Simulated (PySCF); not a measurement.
This PySCF input asks for the NMR shieldings of SMILES CC(C)=C(C=O)CC[SiH2]Cl, C₇H₁₃ClOSi; the geometry comes from GFN2-xTB.

```python
import basis_set_exchange as bse
import numpy as np
from pyscf import gto, dft
from pyscf.prop import nmr

atoms = """
C    -2.878963   -0.397186    0.673038
C    -1.470349    0.085659    0.589568
C    -1.321125    1.577023    0.583900
C    -0.404830   -0.746381    0.543416
C    -0.535235   -2.197612    0.517934
O    -1.548722   -2.852741    0.426678
C     1.013687   -0.238316    0.473721
C     1.482368   -0.146801   -0.986570
Si    3.152152    0.744086   -1.183704
Cl    2.901456    2.646358   -0.549459
H    -3.264843   -0.568331   -0.332859
H    -2.949705   -1.343623    1.201767
H    -3.507800    0.347251    1.157112
H    -2.228482    2.042953    0.206615
H    -0.482010    1.909974   -0.019703
H    -1.164883    1.932515    1.603491
H     0.444637   -2.715722    0.586490
H     1.092145    0.735772    0.954827
H     1.669669   -0.923000    1.015990
H     1.537686   -1.153141   -1.403543
H     0.719148    0.378211   -1.566469
H     3.558480    0.783332   -2.585762
H     4.180765    0.126703   -0.350525
"""
names = dict.fromkeys(["C", "O", "Si", "Cl", "H"], "pcSseg-1")
basis = {el: gto.basis.parse(bse.get_basis(n, elements=[el], fmt="nwchem")) for el, n in names.items()}
mol = gto.M(atom=atoms, basis=basis, charge=0, verbose=0)
mf = dft.RKS(mol, xc="PBE0")
mf.grids.level = 2
mf.grids.alignment = dft.numint.BLKSIZE   # the property module wants whole blocks of grid points
mf.conv_tol = 1e-9
mf.kernel()

calc = nmr.RKS(mf)   # GIAO
C = mf.mo_coeff
Co = C[:, mf.mo_occ > 0]
resp = mf.gen_response(singlet=True, hermi=2)
def vind(x):   # induced exchange potential for any number of trial vectors
    d = np.einsum("pi,xij,qj->xpq", C, 2 * x.reshape(-1, C.shape[1], Co.shape[1]), Co, optimize=True)
    return np.einsum("xpq,pi,qj->xij", resp(d - d.transpose(0, 2, 1)), C, Co, optimize=True).ravel()
mo1, _ = nmr.rhf.solve_mo1(calc, with_cphf=vind)
sigma = calc.kernel(mo1)
for i, s in enumerate(sigma):   # ppm
    print("%2d %-2s %9.2f" % (i, mol.atom_pure_symbol(i), np.trace(s) / 3))
```

Task: What are the results?

Result: 
```
 0 C     159.24
 1 C      21.33
 2 C     160.47
 3 C      47.15
 4 C     -11.23
 5 O    -349.21
 6 C     159.57
 7 C     164.56
 8 Si    362.32
 9 Cl   1024.28
10 H      29.46
11 H      27.86
12 H      30.13
13 H      29.90
14 H      29.56
15 H      29.39
16 H      21.77
17 H      29.02
18 H      29.55
19 H      30.81
20 H      31.04
21 H      26.53
22 H      26.63
```

These numbers come from an equivalent density-fitted implementation of the same equations, which agrees with the script to about 0.01 ppm for H and up to a few tenths of a ppm for heavy atoms, so last digits may differ.

Task: Turn these shieldings into chemical shifts. δ = σ(ref) − σ, references computed at the same level: 13C (σ = 186.93 ppm), 29Si (σ = 349.16 ppm), 1H (σ = 31.72 ppm) vs TMS; 17O (σ = 336.08 ppm) against H2O; HCl for 35Cl (σ = 949.78 ppm).

Result: Averaging equivalent atoms: C 4: 198.2; C 1: 165.6; C 3: 139.8; C 0: 27.7; C 6: 27.4; C 2: 26.5; C 7: 22.4; O 5: 685.3; Si 8: -13.2; Cl 9: -74; H 16: 9.94; H 21/22: 5.14; H 10/11/12: 2.57; H 17/18: 2.43; H 13/14/15: 2.10; H 19/20: 0.79 ppm. Unscaled 17O shifts of doubly bonded oxygen tend to come out too high, by tens of ppm or more. Experimental scales use liquid or dissolved standards, which lie at an offset from isolated H2O (liquid H2O: subtract about 36 ppm).

Size and cost of the density-fitted run: 249 basis functions, 95 s wall time on 1 thread of an Arm Neoverse V1, shared host; peak memory 1.1 GiB.
